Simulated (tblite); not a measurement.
Species: C6H11B.
Cartesian coordinates in Å at the GFN2-xTB level; atoms count from 1:
```
atom  x, y, z in Å
B1     2.4652    0.3866    0.6187
C2     1.0816    0.2326   -0.1131
C3     0.1221    1.3769    0.0593
C4    -1.1931    1.2413    0.1026
C5    -1.9020   -0.0692   -0.0515
C6    -0.9716   -1.1290   -0.6336
C7     0.3620   -1.1054    0.1062
H8     2.9059    1.4472    0.8365
H9     3.0872   -0.5650    0.8912
H10    1.3993    0.2649   -1.1734
H11    0.5693    2.3569    0.1542
H12   -1.8254    2.1053    0.2590
H13   -2.2708   -0.3942    0.9278
H14   -2.7773    0.0606   -0.6941
H15   -0.8021   -0.9218   -1.6931
H16   -1.4342   -2.1153   -0.5541
H17    0.1779   -1.2387    1.1745
H18    0.9971   -1.9275   -0.2287
```

Calculated harmonic vibrations of the isolated species, GFN2-xTB (tblite), most abundant isotopes, no scaling. This tight-binding method is rough: wavenumbers can miss measured ones by several per cent, in bad cases by 10 to 20. Modes of hydrogen on boron can be 10 to 20 % off. One conformer, not necessarily the lowest.

Harmonic wavenumbers (cm⁻¹): 93.7, 169.7, 248.8, 279.7, 294.5, 414.1, 447.3, 482.1, 675.4, 732.5, 751.5, 808.6, 833.4, 885.2, 917.3, 923.4, 963.2, 971.8, 1004.7, 1067.6, 1106.9, 1120.4, 1130.0, 1140.2, 1198.0, 1209.8, 1225.5, 1245.0, 1264.2, 1327.6, 1342.6, 1349.3, 1361.3, 1475.8, 1489.0, 1497.8, 1728.9, 2642.0, 2674.9, 2787.9, 2922.1, 2960.0, 2962.6, 2971.3, 2980.5, 2987.2, 3048.3, 3066.5.

A = 4660, B = 2372, C = 1701 MHz; mass 94.095 u (most abundant isotopes); point group C1, symmetry number 1.

**Question.** What is the zero-point energy?

**Answer.** Half the sum of the wavenumbers: 33590 cm⁻¹ = 401.83 kJ/mol.

**Question.** Entropy at 350 K, 1 bar (ideal gas, RRHO, classical rotation)?

**Answer.** Translation 168.86, rotation 115.96, vibration 82.58: S = 367.4 J/(mol K).

**Question.** And Cp and H(350 K) − H(0)?

**Answer.** Cp = 149.24 J/(mol K), of which vibrations give 115.98 (their classical limit is 48 R = 399.1); H(350 K) − H(0) = 28.91 kJ/mol without the zero-point energy, 17.27 from vibrations.

**Question.** How do the functions run with temperature in this model?

**Answer.** 
| T (K) | S (J/(mol K)) | Cp (J/(mol K)) | H − H(0) (kJ/mol) | G − H(0) (kJ/mol) | ln q(vib) |
| --- | --- | --- | --- | --- | --- |
| 50 | 222.8 | 40.1 | 1.76 | -9.38 | 0.08 |
| 100 | 255.1 | 55.3 | 4.14 | -21.37 | 0.46 |
| 298.15 | 345.3 | 127.1 | 21.74 | -81.21 | 3.14 |
| 373.15 | 377.3 | 158.9 | 32.48 | -108.30 | 4.39 |
| 500 | 430.7 | 206.6 | 55.76 | -159.56 | 6.70 |
| 750 | 528.1 | 273.6 | 116.42 | -279.67 | 11.54 |
| 1000 | 613.2 | 317.2 | 190.64 | -422.58 | 16.37 |

q(vib) and H(0) count from the zero-point level.

**Question.** Blend soft modes into free rotors: weight 1/[1 + (100 cm⁻¹/ν̃)⁴] for the oscillator and the rest for a rotor with moment μB/(μ + B), μ = h/(8π²ν), B = 10⁻⁴⁴ kg m². What vibrational entropy results?

**Answer.** 80.60 J/(mol K) in place of 82.58, which changes −T·S at 350 K by +0.70 kJ/mol.

**Question.** Which modes carry the vibrational entropy at 350 K?

**Answer.** 93.7 cm⁻¹: 16.30; 169.7 cm⁻¹: 11.48; 248.8 cm⁻¹: 8.48; 279.7 cm⁻¹: 7.60; 294.5 cm⁻¹: 7.22; 414.1 cm⁻¹: 4.83 J/(mol K); the other 42 give 26.69 together.

**Question.** What must be added to the electronic energy to get the Gibbs energy at 350 K and 1 bar?

**Answer.** ZPE + [H(350 K) − H(0)] − T·S = 401.83 + 28.91 − 128.59 = 302.15 kJ/mol.

Hindered rotation and anharmonicity are outside this model. Other conformers, if any are populated, would add a mixing term that is left out. The structure is chiral; the term R ln 2 for an equal mix with its mirror image is left out.
